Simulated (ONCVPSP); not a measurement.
# Which change was made? (Rb, ONCV)

```json
{"Element": "rubidium (Rb)", "Generator": "ONCVPSP 4.0.1", "Type": "optimised norm-conserving Vanderbilt (ONCV)", "Functional": "PBE", "Relativity": "non-relativistic", "Frozen core": "[Ar] 3d10", "Valence charge": "9", "Reference configuration": "4s2 4p6 4d0.5 5s0.5", "Partial waves": "4s+5s: rc 2.15 bohr, ncon 4, nbas 8, qcut 5.3 1/bohr, 2 projectors; 4p: rc 2.00 bohr, ncon 4, nbas 7, qcut 7.9 1/bohr, 2 projectors, debl 1.5 Ha; 4d: rc 4.00 bohr, ncon 4, nbas 7, qcut 2.8 1/bohr, 2 projectors, debl 3.2 Ha", "Local potential": "polynomial inside 1.75 bohr (lpopt 5, dvloc0 2 Ha)", "Core correction": "Teter function fitted to the true core (icmod 2), fcfact 0.35"}
```

Cutoffs, loose and tight: the cutoffs (Ha) at which the residual kinetic energy of the hardest occupied pseudo-wave falls to 1 and 0.1 mHa per electron. They do not see the model core or the augmentation charge, which bear on the density cutoff. Test errors are all-electron minus pseudo excitation energies from the reference, over the configurations 4s2 4p6 4d0 5s1; 4s2 4p6 4d0 5s0; 4s2 4p6 4d0 5s0.5; 4s2 4p6 4d0 5s0 5p1; variants that change the core or the reference have their own tests. The largest error is taken over the tests solved by every variant that gives reliable tests at all, those not shown here included: 4s2 4p6 4d0 5s0; 4s2 4p6 4d0 5s0 5p1; 4s2 4p6 4d0 5s0.5.

The base gives: outcome: generated; cutoff, loose: 15 Ha; cutoff, tight: 19 Ha; bound ghosts: none; GHOST(+) flags above zero: d; largest test error (meV): +1.9.

(1) After one change the result is: outcome: generated; cutoff, loose: 7.4 Ha; cutoff, tight: 14 Ha; bound ghosts: none; GHOST(+) flags above zero: d; largest test error (meV): +3.8. Which change was it?
A. all radii but the core radius scaled by about 1.21 (s 2.60, p 2.42, d 4.86 bohr); local potential polynomial inside 2.12 bohr (lpopt 5, dvloc0 2 Ha)
B. all radii but the core radius scaled by about 0.77 (s 1.66, p 1.54, d 3.08 bohr); local potential polynomial inside 1.34 bohr (lpopt 5, dvloc0 2 Ha)
C. all radii but the core radius scaled by about 1.33 (s 2.86, p 2.66, d 5.32 bohr); local potential polynomial inside 2.32 bohr (lpopt 5, dvloc0 2 Ha)

Results:

(1) A. The others give: all radii but the core radius scaled by about 1.33 (s 2.86, p 2.66, d 5.32 bohr); local potential polynomial inside 2.32 bohr (lpopt 5, dvloc0 2 Ha) → outcome: generated; cutoff, loose: 10 Ha; cutoff, tight: 15 Ha; bound ghosts: none; GHOST(+) flags above zero: none; largest test error (meV): +5.0 | all radii but the core radius scaled by about 0.77 (s 1.66, p 1.54, d 3.08 bohr); local potential polynomial inside 1.34 bohr (lpopt 5, dvloc0 2 Ha) → outcome: generated; cutoff, loose: 19 Ha; cutoff, tight: 46 Ha; bound ghosts: none; GHOST(+) flags above zero: s; largest test error (meV): +0.7.
